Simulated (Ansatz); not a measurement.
Abstraction of F: SnH3F + SiH(SiH2)F2 → SnH3 + Si2H3F3

Species: SnH3F `[F][SnH3]`, singlet; SiH(SiH2)F2, doublet; SnH3 `[SnH3]`, doublet; Si2H3F3 `F[SiH2][SiH](F)F`, singlet. A radical takes F: the energy is the difference in strength between the Sn–F bond broken and the Si–F bond made.

Shapes, held fixed at every level: PBE0-D4/def2-TZVP. Flexible molecules stand in one conformer, not always the lowest. Programs: Ansatz 0.2.0. Electronic energies: no zero-point or thermal term.

```csv
level,kind,ΔE (kJ/mol),less CCSD(T)/def2-TZVPP
MP2/def2-TZVPP,perturbation theory,-117.2,-3.3
HF/def2-TZVPP,Hartree–Fock,-121.3,-7.4
B3LYP-D4/def2-TZVPP,global hybrid,-112.3,+1.6
PBE0-D4/def2-TZVPP,global hybrid,-106.3,+7.6
wB97X-V/def2-TZVPP,range-separated hybrid,-108.7,+5.2
B2PLYP/def2-TZVPP,double hybrid,-113.8,+0.1
CCSD/def2-TZVPP,coupled cluster or CI,-116.6,-2.7
CCSD(T)/def2-TZVPP,coupled cluster or CI,-113.9,0.0
```

The highest level, CCSD(T)/def2-TZVPP, gives ΔE = -113.9 kJ/mol; the levels span -121.3 to -106.3. The column of differences is taken from that level and isn't an error. No measured value is set beside it here. Open shells run unrestricted. For atoms past krypton def2 sets carry core potentials with scalar relativity. Outer-core shells of Sn are correlated in most correlated rows, in sets that cover them unevenly.
